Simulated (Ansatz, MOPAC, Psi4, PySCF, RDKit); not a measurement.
Dimer: GeH4O2 (SMILES [OH][GeH2][OH]) (first 7 atoms) with CH4 (SMILES C); geometry from B3LYP-D3(BJ)/def2-TZVP, rigid monomers moved along the line of their centres of mass till H7···C8 is 2.42 Å.
(charge 0, multiplicity 1):
```
atom    x (Å)    y (Å)    z (Å)
----  -------  -------  -------
O      1.0036  -0.9543  -0.0097
Ge    -0.4769   0.0225  -0.2424
O     -0.3037   1.5951   0.5834
H      1.7881  -0.5392  -0.3830
H     -0.6777   0.4025  -1.7147
H     -1.5773  -0.8407   0.3862
H     -0.1994   1.5004   1.5363
C      0.3380  -0.1009   3.2701
H      0.5102  -0.6422   4.1990
H      0.8073   0.8808   3.3424
H      0.7705  -0.6548   2.4381
H     -0.7369   0.0107   3.1232
```

| level | interaction energy (kcal/mol) | cost |
|---|---|---|
| UFF | 3.56 | - |
| PM6 | -0.31 | - |
| PM7 | -1.56 | - |
| HF/6-31G* | 2.25 | - |
| HF/aug-cc-pVDZ | 2.21 | - |
| PBE/def2-TZVPPD | 0.04 | ×1 |
| BP86/6-31G* (no counterpoise) | 0.11 | - |
| PBE0-D3(BJ)/def2-TZVPPD | -1.52 | ×2 |
| wB97X-V/def2-TZVPPD | -1.28 | ×3 |
| wB97M-V/def2-TZVPPD | -1.40 | ×4 |
| MP2/6-31G* (no counterpoise) | -1.34 | - |
| CCSD/aug-cc-pVDZ | -0.05 | - |
| CCSD(T)/aug-cc-pVDZ | -0.45 | ×8 |
| SAPT0/aug-cc-pVDZ | -1.16 | - |

The rows run from -1.56 (PM7) to 3.56 kcal/mol (UFF). In aug-cc-pVDZ the value moves HF 2.21, CCSD -0.05, CCSD(T) -0.45, a shift of -2.67 from HF to CCSD(T). The 3 functionals in def2-TZVPPD without D3 or D4 span 1.44, from wB97M-V to PBE.

Monomers are frozen at their geometry in the pair; levels with a basis set take the counterpoise correction. Rows marked so take none. RDKit's UFF carries no charges.

Frozen-core correlation. Filled d and f shells under p-block atoms count as core. Rows in 6-31G* carry no dispersion term and start afresh at each structure (6-31G* with six Cartesian d functions); the Pople sets are all-electron and without relativity. MP2/6-31G* freezes PySCF's default core, which leaves 3d correlated. The state reached by PM6, PM7 isn't checked; PM7 holds dispersion and hydrogen-bond terms.

Codes used: Ansatz (Gaussian basis) for Hartree–Fock, density functionals and correlated methods; MOPAC for PM6, PM7 (differences of heats of formation); Psi4 for SAPT; PySCF for 6-31G* rows, the dispersion terms; RDKit for the force fields. Values without a source in brackets are computed.

Costs are rough ratios of core time to PBE/def2-TZVPPD (about 19 s over the structures, on one shared machine); a dash marks a level with no comparable run of its own.

Ansatz is a first-principles code.
